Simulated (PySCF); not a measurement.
C3H9FO2Si, singlet, geometry from GFN2-xTB, atoms displaced at random by about 0.08 Å a coordinate; DF-PBE/STO-3G, gradient (PySCF).

The PySCF input:
```python
from pyscf import gto, scf, dft

mol = gto.Mole()
mol.atom = '''
    C     2.39340276   -1.09011681   -0.35530607
    C     1.61888497   -0.22493354    0.48830617
    Si   -0.35112416   -0.07683045   -0.01637342
    O    -0.15878628    0.72225782   -1.61515167
    F    -0.78846150   -1.44025952   -0.48150212
    O    -1.21861841    0.54410907    1.11018811
    C    -1.18491713    1.74261742    1.54220667
    H     2.43678125   -0.56914376   -1.59294548
    H     3.49092898   -1.20013507   -0.03929043
    H     2.05728122   -2.06054527   -0.65675550
    H     2.08723867    0.72424275    0.77566021
    H     1.57892164   -0.67960179    1.58219564
    H    -0.94132513    0.63333767   -2.11665137
    H    -2.16051646    1.82855643    1.97039688
    H    -1.09470609    2.42151341    0.74920640
    H    -0.56020763    1.77946438    2.30872487
'''
mol.basis = 'sto-3g'
mol.verbose = 4
mol.build()

mf = dft.RKS(mol)
mf.xc = 'pbe'
mf = mf.density_fit(auxbasis='def2-universal-jkfit')
mf.kernel()
g = mf.nuc_grad_method()
grad = g.kernel()
```

Problem. What does PySCF print? Leave out banner, timings and long lists.

Solution. 
```
PySCF version 2.14.0

[INPUT] verbose = 4
[INPUT] num. atoms = 16
[INPUT] num. electrons = 66
[INPUT] charge = 0
[INPUT] spin (= nelec alpha-beta = 2S) = 0
[INPUT] symmetry False subgroup None
[INPUT] Mole.unit = angstrom
[INPUT] Symbol           X                Y                Z      unit          X                Y                Z       unit  Magmom
[...]
nuclear repulsion = 426.496252108767
number of shells = 32
number of NR pGTOs = 144
number of NR cGTOs = 48
basis = sto-3g
ecp = {}

******** <class 'pyscf.df.df_jk.DFRKS'> ********
method = DFRKS
initial guess = minao
damping factor = 0
level_shift factor = 0
DIIS = <class 'pyscf.scf.diis.CDIIS'>
diis_start_cycle = 1
diis_space = 8
diis_damp = 0
SCF conv_tol = 1e-09
SCF conv_tol_grad = None
SCF max_cycles = 50
direct_scf = False
XC library pyscf.dft.libxc version 7.1.2
    S. Lehtola, C. Steigemann, M. J. T. Oliveira, and M. A. L. Marques,  SoftwareX 7, 1–5 (2018)
XC functionals = pbe
    J. P. Perdew, K. Burke, and M. Ernzerhof,  Phys. Rev. Lett. 77, 3865 (1996)
    J. P. Perdew, K. Burke, and M. Ernzerhof,  Phys. Rev. Lett. 78, 1396 (1997)
    J. P. Perdew, K. Burke, and M. Ernzerhof,  Phys. Rev. Lett. 77, 3865 (1996)
    J. P. Perdew, K. Burke, and M. Ernzerhof,  Phys. Rev. Lett. 78, 1396 (1997)
radial grids:
    Treutler-Ahlrichs [JCP 102, 346 (1995); DOI:10.1063/1.469408] (M4) radial grids

becke partition: Becke, JCP 88, 2547 (1988); DOI:10.1063/1.454033
pruning grids: <function nwchem_prune>
grids dens level: 3
symmetrized grids: False
atomic radii adjust function: <function treutler_atomic_radii_adjust>
small_rho_cutoff = 0
Set gradient conv threshold to 3.16228e-05
Initial guess from minao.
tot grids = 192232
init E= -651.414380143131
[...]
cycle= 1 E= -650.236508939231  delta_E= 1.18  |g|= 0.868  |ddm|= 4.91
[...]
cycle= 2 E= -650.032320956753  delta_E= 0.204  |g|= 1.18  |ddm|= 3.22
[...]
cycle= 3 E= -650.490182882234  delta_E= -0.458  |g|= 0.241  |ddm|= 2.13
[...]
cycle= 4 E= -650.510032898541  delta_E= -0.0199  |g|= 0.0696  |ddm|= 0.517
[...]
cycle= 5 E= -650.511493059451  delta_E= -0.00146  |g|= 0.0185  |ddm|= 0.111
[...]
cycle= 6 E= -650.511596756807  delta_E= -0.000104  |g|= 0.00561  |ddm|= 0.0323
[...]
cycle= 7 E= -650.511608041609  delta_E= -1.13e-05  |g|= 0.00107  |ddm|= 0.0101
[...]
cycle= 8 E= -650.511608429692  delta_E= -3.88e-07  |g|= 0.000368  |ddm|= 0.00197
[...]
cycle= 9 E= -650.511608474334  delta_E= -4.46e-08  |g|= 6.36e-05  |ddm|= 0.000552
[...]
cycle= 10 E= -650.511608475686  delta_E= -1.35e-09  |g|= 1.37e-05  |ddm|= 0.000112
[...]
cycle= 11 E= -650.511608475732  delta_E= -4.62e-11  |g|= 5.57e-06  |ddm|= 2.46e-05
[...]
Extra cycle  E= -650.511608475721  delta_E= 1.14e-11  |g|= 7.55e-06  |ddm|= 2.13e-05
converged SCF energy = -650.511608475721

******** <class 'pyscf.df.grad.rks.Gradients'> for <class 'pyscf.df.df_jk.DFRKS'> ********
unit = Eh/Bohr
grid_response = False
--------------- DFRKS gradients ---------------
         x                y                z
0 C    -0.0904919871    -0.0278063927     0.1427086111
1 C     0.0918368133    -0.0107889654    -0.1099650317
2 Si    -0.1572927368    -0.0819839505     0.0871265044
3 O    -0.1021522459    -0.0142820799    -0.0955293158
4 F     0.0507120216     0.1190996525     0.0198680554
5 O     0.0517878787     0.1838631503     0.0259752304
6 C     0.0805264477    -0.0865241785    -0.0013349084
7 H    -0.0035409731     0.0290511238    -0.0860582268
8 H     0.0235794401    -0.0031809774     0.0070406904
9 H     0.0215453438     0.0305924739    -0.0110581846
10 H    -0.0047909092    -0.0128454041     0.0190630768
11 H     0.0019097955    -0.0055915583     0.0376315274
12 H     0.1065939258     0.0158704094     0.0557498958
13 H     0.0400065136    -0.0363783044    -0.0240819152
14 H    -0.0158222594    -0.0612921464     0.0298171083
15 H    -0.0944445013    -0.0379077775    -0.0971685412
----------------------------------------------
```
